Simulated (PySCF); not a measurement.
# Ge⁺: ionisation energy

Ge⁺ [Ar] 3d10 4s2 4p1 (2P) → Ge²⁺ [Ar] 3d10 4s2 (1S), as a difference of total energies. Calculation: PySCF 2.14, in x2c-QZVPPall with one added diffuse shell each of s, p, d, f type (12s9p6d5f1g, 113 functions); the spin-free X2C one-electron Hamiltonian (Gaussian nucleus). Correlated levels: valence: [Ar] 3d10 frozen; valence and next inner shell: [Ne] frozen. The calculations carry no spin-orbit coupling.

```csv
method,ionisation energy (eV),plus first-order spin-orbit estimate,error of that sum (eV)
UHF,15.257,15.391,-0.544
LDA,15.907,16.041,+0.106
PBE,15.777,15.911,-0.024
PBE0,15.808,15.942,+0.007
r2SCAN,15.984,16.118,+0.183
BHandHLYP,15.739,15.874,-0.061
M06-2X,15.631,15.766,-0.169
MN15,15.887,16.021,+0.086
MP2 (valence),15.521,15.655,-0.280
SCS-MP2 (valence),15.511,15.646,-0.289
MP2 (valence and next inner shell),15.674,15.808,-0.127
SCS-MP2 (valence and next inner shell),15.614,15.748,-0.187
```

Reference: 15.935 eV (measured; NIST Atomic Spectra Database, ionization energies).

A first-order spin-orbit estimate (lowest level to lowest level, LS coupling) adds 0.134 eV.

Errors of the correlated levels include the incompleteness of this basis and the frozen core.
